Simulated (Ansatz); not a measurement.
Geometry optimisation, RKS PBE0-D4/def2-SVP in Ansatz.

input.yaml

```yaml
crystal:
  periodic: [false, false, false]
  atoms:
    - { symbol: Sn, position_ang: [-0.235786, -0.250806, -0.23179] }
    - { symbol: H, position_ang: [-0.251783, -0.143918, 1.495206] }
    - { symbol: Cl, position_ang: [1.98812, -0.304661, -0.974747] }
    - { symbol: Cl, position_ang: [-1.282386, 1.628347, -1.143513] }
    - { symbol: H, position_ang: [-0.999056, -1.61855, -0.90744] }
    - { symbol: O, position_ang: [1.166691, 1.948764, 1.544564] }
    - { symbol: Si, position_ang: [2.787502, 1.839053, 1.965269] }
    - { symbol: H, position_ang: [3.227245, 0.417516, 2.06492] }
    - { symbol: H, position_ang: [3.547322, 2.553223, 0.906071] }
    - { symbol: H, position_ang: [3.030069, 2.49366, 3.293946] }
    - { symbol: H, position_ang: [0.540062, 1.433771, 2.098214] }
basis:
  gaussian: { orbitals: def2-SVP }
hamiltonian:
  xc: pbe0
  dispersion: d4
relax:
  f_tol: 0.03
  max_steps: 50
```

Run as:

```bash
$ ansatz run input.yaml --threads 4 --pin off --max-ram 5120MiB --backend cpu --events-out ev --progress --plain --runs-dir out
```

Problem. Where does it end, and by what steps?

Solution. It converged. After 20 steps the energy has fallen by 0.297 eV; H11 moved furthest, 1.05 Å.

```csv
step,energy less start (eV),largest force component (eV/Å),accepted
0,0.0000,0.689,yes
1,-0.0435,0.523,yes
2,-0.0679,0.367,yes
3,-0.0925,0.575,yes
4,-0.1097,0.534,yes
5,-0.1250,0.582,yes
6,-0.1325,1.030,yes
7,-0.1525,0.651,yes
8,-0.1840,0.407,yes
9,-0.2040,0.264,yes
10,-0.2210,0.186,yes
11,-0.2243,0.189,yes
12,-0.2270,1.451,yes
13,-0.2735,0.199,yes
14,-0.2772,0.173,yes
15,-0.2866,0.584,yes
16,-0.2936,0.202,yes
17,-0.2950,0.136,yes
18,-0.2966,0.051,yes
19,-0.2970,0.049,yes
20,-0.2971,0.023,yes
```

```xyz
11
Properties=species:S:1:pos:R:3
Sn -0.152 -0.307 -0.066
H -0.344 -0.888 1.516
Cl 2.086 -0.325 -0.799
Cl -1.106 1.845 -0.369
H -0.946 -1.206 -1.287
O 1.089 1.465 1.682
Si 2.729 1.745 1.937
H 3.319 0.427 2.281
H 3.392 2.337 0.739
H 2.898 2.688 3.085
H 0.552 2.215 1.392
```

The run took 49 s on 4 threads of Arm Neoverse V2, on a shared host, peak memory 0.36 GiB.
